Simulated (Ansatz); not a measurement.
Input for Ansatz (a quantum-chemistry and plane-wave program): R-B3LYP/def2-TZVPP on HLaO (SMILES [OH][La]), 2S+1 = 1, a spin state set in the input, which need not be the lowest. Elements past Kr take the def2 small-core potentials; no spin–orbit coupling.

Ansatz 0.2 input:
```yaml
crystal:
  periodic: [false, false, false]
  atoms:
    - {symbol: La, position_ang: [-1.11559842, -0.88895989, -0.97724089]}
    - {symbol: O, position_ang: [0.23295476, 0.21605598, 0.18732414]}
    - {symbol: H, position_ang: [0.84947494, 0.72027551, 0.71959711]}
basis:
  gaussian:
    orbitals: def2-TZVPP
hamiltonian:
  xc: {name: B3LYP}
```

The log:

```
WARN ansatz: RAYON_NUM_THREADS=1 ignored (pool sized by the plan → 1); use --threads N
Functional definition: B3LYP
integrals: 0.02 GiB planned
540 factors; their error is unknown
mean field: 0.25 GiB planned
mean field evaluation 1: about -2915.5228 eV, gradient 7.0e1 eV
mean field evaluation 2: about -2785.5306 eV, gradient 2.1e2 eV
mean field evaluation 4: about -2923.7625 eV, gradient 8.1e0 eV
mean field evaluation 8: about -2923.9804 eV, gradient 9.1e-3 eV
mean field evaluation 16: about -2923.9927 eV, gradient 2.3e-5 eV
mean field -2923.99267873 eV, -107.4547489900 hartree, gradient 2.3e-5 eV, S^2 0.000000; 0 other end points of the search recorded, 0 dependent functions left out
reference -2923.99287656 eV, -107.4547562599 hartree; 10, 10 occupied and 91, 91 virtual orbitals, 540 factors
Total energy: -2923.99287656 eV, -107.4547562599 hartree
```

The run converged.

Cost: about 1.6 core-seconds (a rough figure).
